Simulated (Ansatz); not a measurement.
`[Cl][InH][I]` + H₂O → `[OH][InH][Cl]` + HI at 298.15 K and 1 bar (formal hydrolysis of the In–I bond).

Isolated molecules relaxed with PBE0-D4/def2-TZVP in Ansatz; ΔE leaves out vibrations. CCSD(T)/CBS is the MP2 limit (def2-TZVPP, def2-QZVPP) plus CCSD(T) − MP2 in def2-TZVPP, frozen cores. This one scheme is used for every species. Elements past krypton have def2 core potentials. For I, In outer-core shells are correlated without core-valence functions, which leaves a few kJ/mol of doubt a bond. One conformer a species, not always the lowest.

| species | CCSD(T)/CBS energy (Eh) | H − E (kJ/mol) | S (J/(mol·K)) |
| --- | --- | --- | --- |
| `[Cl][InH][I]` | -947.72945 | 36.0 | 338.3 |
| H₂O | -76.37941 | 66.4 | 188.7 |
| `[OH][InH][Cl]` | -726.02900 | 69.2 | 314.0 |
| HI | -298.03592 | 22.7 | 206.5 |

H − E and S are ideal-gas, rigid-rotor, harmonic terms from PBE0-D4/def2-TZVP, for one conformer and one mirror image of each species. 1 Eh = 2625.50 kJ/mol, R = 8.31446 J/(mol·K).

By hand: ΔE, ΔH, ΔS and ΔG.

ΔE = (-726.02900) + (-298.03592) − (-947.72945) − (-76.37941) = 0.04394 Eh = 115.4 kJ/mol. Δ(H − E) = 69.2 + 22.7 − 36.0 − 66.4 = -10.5, so ΔH = 104.9 kJ/mol. ΔS = 314.0 + 206.5 − 338.3 − 188.7 = -6.5 J/(mol·K). ΔG = 104.9 − 298.15 × (-6.5)/1000 = 106.8 kJ/mol.

By hand: the equilibrium constant, and the temperature at which ΔG would vanish if ΔH and ΔS stayed fixed.

log₁₀ K = −ΔG/(RT ln 10) = -18.7. ΔH and −TΔS have one sign here, so there is no such temperature.

The number of gas molecules stays the same, so ΔS is small and ΔH decides. A doubt of 5 kJ/mol in ΔE shifts log₁₀ K by 0.9 here. Other conformers and mirror images would add mixing entropy, several J/(mol·K) or more a flexible species. These are equilibria of isolated gas molecules and say nothing of rates. Largest T1 diagnostic: 0.015 (customary marks: 0.02 for closed shells, 0.045 for open ones).

ΔS is within the doubt of such terms, so its sign, and with it that verdict, could turn.
